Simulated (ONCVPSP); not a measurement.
# What one change does to a pseudopotential (Pd, ONCV)

* Element: palladium (Pd)
* Generator: ONCVPSP 4.0.1
* Type: optimised norm-conserving Vanderbilt (ONCV)
* Functional: PBE
* Relativity: scalar-relativistic
* Frozen core: [Kr]
* Valence charge: 10
* Reference configuration: 4d9 5s1
* Partial waves: 5s: rc 2.35 bohr, ncon 5, nbas 8, qcut 2.7 1/bohr, 2 projectors, debl 0.8 Ha; p scattering state at 0.21 Ha: rc 2.00 bohr, ncon 4, nbas 7, qcut 4.2 1/bohr, 3 projectors, debl 0.4 Ha; 4d: rc 2.00 bohr, ncon 4, nbas 9, qcut 7.5 1/bohr, 2 projectors, debl 2.1 Ha
* Local potential: polynomial inside 1.35 bohr (lpopt 5, dvloc0 0 Ha)
* Core correction: Teter function, fcfact 5.5, rcfact 1.65

Change: d: qcut 8.9.

Cutoffs: the cutoffs (Ha) at which the residual kinetic energy of the hardest occupied pseudo-wave falls to 1 and 0.1 mHa per electron; they do not see the model core or the augmentation charge, which bear on the density cutoff. Errors are all-electron minus pseudo energies relative to the spin-unpolarised reference configuration.

Predict the effect on cutoff, ghosts and configuration errors.

The potential gets harder (21 Ha and 24 Ha → 25 Ha and 29 Ha); both files keep a bound ghost (p, s); the errors of the 4 common tests hardly move. The waves are optimised to have the least kinetic energy above qcut, so the cutoff follows it (qcut²/2 in Ha).

```tsv
quantity	base	changed
cutoff, loose	21 Ha	25 Ha
cutoff, tight	24 Ha	29 Ha
loose cutoff by channel	s 3.8 Ha, d 21 Ha	s 3.8 Ha, d 25 Ha
bound ghosts	s, p	s, p
GHOST(+) flags under 300 eV	none	none
error for 4d10 5s0, meV [ΔE -1.50 eV]	-48	-52
error for 4d9 5s0, meV [ΔE 7.61 eV]	-48	-52
error for 4d8 5s0, meV [ΔE 28.43 eV]	-199	-211
error for 4d7 5s0, meV [ΔE 62.79 eV]	-642	-686
s: phases at 2.39 bohr within 0.05 rad from the reference energy up to (Ha; the scan ends near 5)	n/a	n/a
p: phases at 2.03 bohr within 0.05 rad from the reference energy up to (Ha; the scan ends near 5)	to the end of the scan	to the end of the scan
d: phases at 2.03 bohr within 0.05 rad from the reference energy up to (Ha; the scan ends near 5)	to the end of the scan	to the end of the scan
rms error of d²Exc/dni dnj with the model core, mHa	2.04	2.10
```

 A true bound ghost makes a file unfit for plane-wave use even where its test errors are small: the radial tests pick states by their node count and pass the ghost by.
